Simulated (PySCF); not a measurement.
Compound: C8H13OP.
SMILES with atom numbers: `[CH2:1]=[CH:2][P:3]1[CH2:4][CH2:5][C:6]([O:7][CH3:8])=[C:9]1[CH3:10]`

NICS is the negative of the GIAO shielding at a point without a nucleus: at the ring centre (0) and 1 Å above and below it (1); zz is the component along the ring normal. Level: GIAO PBE0/pcSseg-1 (PySCF, non-relativistic, gas phase) on the GFN2-xTB geometry, one conformer.

Ring bond lengths (Å), with Mayer bond orders in brackets: P3–C4 1.870 (0.97), C4–C5 1.531 (1.01), C5–C6 1.506 (1.03), C6–C9 1.338 (1.69), C9–P3 1.829 (0.94).

Question: What do the NICS probes read (ppm)?

Answer: 
| ring | type | NICS(0) | NICS(1), two faces | NICS(1)zz, two faces | rms pucker (Å) | centre to ring atoms, mean (Å) |
| --- | --- | --- | --- | --- | --- | --- |
| P3–C4–C5–C6–C9 | 5-membered ring with P; formal bonds 1 double, 4 single | -4.1 | -4.0 / -2.2 | -2.5 / -0.3 | 0.09 | 1.36 |

Question: What can be read from them?

Answer: 
- P3–C4–C5–C6–C9: mean NICS(1)zz -1.4 ppm, near zero. C4, C5 have four or more neighbours, so the value isn't read as a sign of a π ring current.
